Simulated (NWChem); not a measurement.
System: GaHBr₂; SMILES [GaH]([Br])[Br]

```xyz
4

Ga     0.0000     0.0000    -0.8005
H      0.0000     0.0000    -2.3619
Br    -1.9506     0.0000     0.4104
Br     1.9506     0.0000     0.4104
```
Atoms are numbered in this order, from 1.

Computed with NWChem. Geometry: optimised at PBE-D3(BJ)/def2-SVP. Vzz is the largest principal value of the second derivative of the potential at the nucleus (NWChem prints the opposite sign); η is the asymmetry. Non-relativistic.

| level | Vzz Ga1 (a.u.) | η Ga1 | Vzz Br4 (a.u.) | η Br4 |
|---|---|---|---|---|
| PBE0/def2-TZVP | 2.546 | 0.59 | 3.832 | 0.33 |
| PBE0/def2-SVP | ? | 0.66 | 3.821 | 0.32 |
| Hartree-Fock/def2-SVP | 2.266 | 0.64 | 3.474 | 0.29 |
| Hartree-Fock/cc-pVTZ | 2.625 | 0.58 | 3.373 | 0.32 |

**Question.** Complete the blanks.

**Answer.** 
- PBE0/def2-SVP, Vzz Ga1 (a.u.): 1.981
